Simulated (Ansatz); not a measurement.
C$_{3}$H$_{3}$F$_{2}$GaO$_{2}$ (`[F][Ga-]1([F])[O]C=CC=[O+]1`). Charge 0, multiplicity 1.

```xyz
11

F     0.002   -1.413    2.693
Ga    0.021   -1.487    0.952
F     0.060   -3.043    0.166
O     1.426   -0.401    0.285
C     1.215    0.651   -0.390
C    -0.016    1.180   -0.755
C    -1.232    0.602   -0.414
O    -1.414   -0.458    0.258
H     2.118    1.182   -0.709
H    -0.029    2.092   -1.336
H    -2.149    1.096   -0.750
```

Question: What are the harmonic wavenumbers in cm⁻¹ at PBE0-D4/def2-TZVP (Ansatz, finite differences of forces, unscaled)? (Estimate.)

Answer: Computed: 52, 120, 167, 177, 211, 263, 304, 423, 424, 515, 549, 673, 722, 809, 936, 1018, 1037, 1061, 1159, 1379, 1422, 1508, 1564, 1690, 3102, 3103, 3241.

Question: Is this a minimum?

Answer: Yes, all 27 modes are real.

Question: Give the ideal-gas thermochemistry at 298.15 K and 1 bar (rigid rotor, harmonic oscillator; point group C2v, symmetry number 2).

Answer: Zero-point energy 165.3 kJ/mol; H(298) − E = 190.0 kJ/mol; entropy 380.1 J/(mol·K), of which translation 173.5, rotation 114.8, vibration 91.8; G(298) − E = 76.6 kJ/mol. Modes under 100 cm⁻¹ are hindered rotations or soft bends, so the harmonic entropy is rough.

Question: Rotational constants (cm⁻¹)?

Answer: 0.08616, 0.04204, 0.03969.
